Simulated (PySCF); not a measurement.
Te(SeH)2 (H2Se2Te), SMILES [SeH][Te][SeH]. Geometry: PBE-D3(BJ)/def2-SVP. This is a generated structure with no PubChem entry under its InChIKey; it may be hypothetical. The def2 effective core potentials stand for the cores of Te; spin–orbit coupling is left out. The values are those of a single conformer.

### Question
Give the equilibrium geometry at PBE-D3(BJ)/def2-SVP (PySCF confirms it by a frequency run) as bond lengths and angles, and its point group. (Estimate from the structure and the level; the computed values follow.)

### Answer
This is not unique; one that fits is point group C2.
Atoms: Te1 Se2 H3 Se4 H5. Bond lengths (Å): Te1–Se2 2.557, Te1–Se4 2.557, Se2–H3 1.490, Se4–H5 1.490. Bond angles (°): Se2–Te1–Se4 105.3, Te1–Se2–H3 96.2, Te1–Se4–H5 96.2.
